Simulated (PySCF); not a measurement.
**Computed structure and properties of [PbCl3]−**

System: [PbCl3]− (singlet); start: template (C3v). Method: PySCF 2.14.0, RKS PBE, Pb def2-SVP with ECP60, Cl def2-SVP; non-relativistic Hamiltonian with scalar-relativistic core potentials where named; density fitting; no spin-orbit coupling.

Input of the relaxation:

```python
mol = gto.M(atom='''
Pb     0.00000     0.00000     0.29767
Cl     2.43811    -0.00004    -0.59013
Cl    -1.21902     2.11148    -0.59013
Cl    -1.21909    -2.11145    -0.59013''',
    basis={'Pb': 'def2-SVP', 'Cl': 'def2-SVP'},
    ecp={'Pb': 'def2-SVP'},
    charge=-1, spin=0)
mf = dft.RKS(mol, xc='PBE')
mf.grids.atom_grid = (50, 194)
mf = mf.density_fit()  # fitting sets: Pb def2-universal-JKFIT, Cl def2-universal-JKFIT
mf.conv_tol = 1e-08; mf.max_cycle = 55
mf.kernel(dm0)  # dm0: converged density of the start geometry
# quasi-Newton relaxation in Cartesian coordinates to a largest gradient under 0.00045 Eh/bohr, steps kept in the point group
```

Run from Python with OMP_NUM_THREADS=2; the lines above give its settings. Where DIIS fails, smearing, a level shift and second-order steps follow.
It took 6.8 s on 2 threads of Arm Neoverse V1, with other jobs on the host, from the converged density of the start.

Course of the relaxation:

| step | energy above end (eV) | largest force component within the symmetry (eV/Å) |
| --- | --- | --- |
| 0 | 0.1190 | 0.954 |
| 1 | 0.0093 | 0.200 |
| 2 | 0.0034 | 0.103 |
| 3 | 0.0000 | 0.006 |

Relaxed geometry (C3v):

```xyz
4

Pb    0.0000    0.0000    0.5001
Cl    2.3462    0.0000   -0.6576
Cl   -1.1731    2.0319   -0.6576
Cl   -1.1731   -2.0319   -0.6576
```

```
     contact      Å
Pb1–Cl2 (Cl)  2.616
Pb1–Cl3 (Cl)  2.616
Pb1–Cl4 (Cl)  2.616
```

On the finer grid (75, 302):

```
HOMO                                                          : -1.50 eV
LUMO                                                          : 2.61 eV
Dipole about the centre of mass                               : 4.98 D
Set of Mulliken populations of Pb1 outside the core potential : s 3.92, p 7.51, d 10.15
D3(BJ) dispersion energy (not in the energies)                : -0.133 eV
```

```
atom  Mulliken (e)  Löwdin (e)  spin (e)
 Pb1          0.42       -0.01      0.00
 Cl2         -0.47       -0.33      0.00
 Cl3         -0.47       -0.33      0.00
 Cl4         -0.47       -0.33      0.00
```

On the grid (50, 194), as all that follows. Harmonic modes: a minimum; lowest 78 cm⁻¹ (negative: unstable), highest 268 cm⁻¹, zero-point energy 0.063 eV.

Taking off one Cl (charge -1, singlet; the rest: singlet) in vacuum, both parts rigid, costs 3.31 eV; the small basis without counterpoise inflates it.

Rigid scan of Cl along the line from its metal:

(distance to Cl2 (Å), energy (eV)): (2.32, 0.493), (2.42, 0.189), (2.52, 0.041), (2.62, 0.000), (2.72, 0.031), (2.82, 0.109), (3.02, 0.341), (3.32, 0.744), (3.72, 1.230), (4.22, 1.687)

One start shape was tried, so this needn't be the lowest isomer.
